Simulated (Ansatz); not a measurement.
A nudged elastic band was laid between two geometries of Cl$_{3}$FGaH (6 atoms, charge 0, multiplicity 1).

Level of theory: RKS B3LYP-D4/def2-SVP in Ansatz.

```yaml
movable_images: 9
climbing_image: yes
spring: 5.0 eV/Å²
optimiser: lbfgs
start_path: through a guess of the saddle point
force_threshold: 0.03 eV/Å
iteration_limit: 42
end_points: relaxed
largest_step: 0.02 Å
```

First end point:

```xyz
6
Properties=species:S:1:pos:R:3
Ga 0.010 -0.003 0.073
Cl 0.009 0.372 2.231
Cl 1.870 0.178 -0.970
Cl -1.864 0.101 -0.956
F 0.059 -2.091 0.725
H 0.062 -1.869 1.647
```

Last end point:

```xyz
6
Properties=species:S:1:pos:R:3
Ga 0.019 -0.475 -0.275
Cl 0.021 0.005 2.352
Cl 1.879 0.329 -0.950
Cl -1.878 0.249 -0.935
F 0.058 -2.128 0.381
H 0.048 -1.292 2.177
```

Task: What changes between the two ends?

Result: Bonds broken: F5–H6. Bonds formed: Cl2–H6.

Task: What energy profile does the band end with?

Result: It converged. The highest image is number 7 of 0 to 10, 42.3 kJ/mol above the first end and 7.5 kJ/mol above the last; the last end lies 34.9 kJ/mol above the first. Another band between the same ends (9 images) ends at a top of the same energy, where a vibrational analysis finds 1 clearly imaginary mode. The orbitals stay closed-shell, which can raise the energy where a bond breaks towards radicals; this wasn't checked here.

```json
{"image": "0", "path coordinate (Å)": "0.00", "energy (kJ/mol)": "0.0", "F5–H6 (Å)": "0.95", "Cl2–H6 (Å)": "2.32"}
{"image": "1", "path coordinate (Å)": "0.12", "energy (kJ/mol)": "0.5", "F5–H6 (Å)": "0.96", "Cl2–H6 (Å)": "2.17"}
{"image": "2", "path coordinate (Å)": "0.24", "energy (kJ/mol)": "3.0", "F5–H6 (Å)": "0.97", "Cl2–H6 (Å)": "2.02"}
{"image": "3", "path coordinate (Å)": "0.36", "energy (kJ/mol)": "8.7", "F5–H6 (Å)": "0.99", "Cl2–H6 (Å)": "1.89"}
{"image": "4", "path coordinate (Å)": "0.48", "energy (kJ/mol)": "18.0", "F5–H6 (Å)": "1.03", "Cl2–H6 (Å)": "1.76"}
{"image": "5", "path coordinate (Å)": "0.60", "energy (kJ/mol)": "29.7", "F5–H6 (Å)": "1.10", "Cl2–H6 (Å)": "1.64"}
{"image": "6", "path coordinate (Å)": "0.72", "energy (kJ/mol)": "39.3", "F5–H6 (Å)": "1.21", "Cl2–H6 (Å)": "1.54"}
{"image": "7", "path coordinate (Å)": "0.83", "energy (kJ/mol)": "42.3", "F5–H6 (Å)": "1.34", "Cl2–H6 (Å)": "1.45"}
{"image": "8", "path coordinate (Å)": "1.01", "energy (kJ/mol)": "39.0", "F5–H6 (Å)": "1.55", "Cl2–H6 (Å)": "1.36"}
{"image": "9", "path coordinate (Å)": "1.19", "energy (kJ/mol)": "35.7", "F5–H6 (Å)": "1.76", "Cl2–H6 (Å)": "1.32"}
{"image": "10", "path coordinate (Å)": "1.38", "energy (kJ/mol)": "34.9", "F5–H6 (Å)": "1.98", "Cl2–H6 (Å)": "1.31"}
```

Task: What is the geometry of the highest image?

Result: 
```xyz
6
Properties=species:S:1:pos:R:3
Ga 0.016 -0.328 -0.116
Cl 0.015 -0.002 2.320
Cl 1.888 0.239 -0.966
Cl -1.884 0.171 -0.946
F 0.061 -2.037 0.653
H 0.049 -1.355 1.805
```

Time of the run: 17 min on 2 threads of Arm Neoverse V1, on a shared host, peak memory 0.29 GiB.
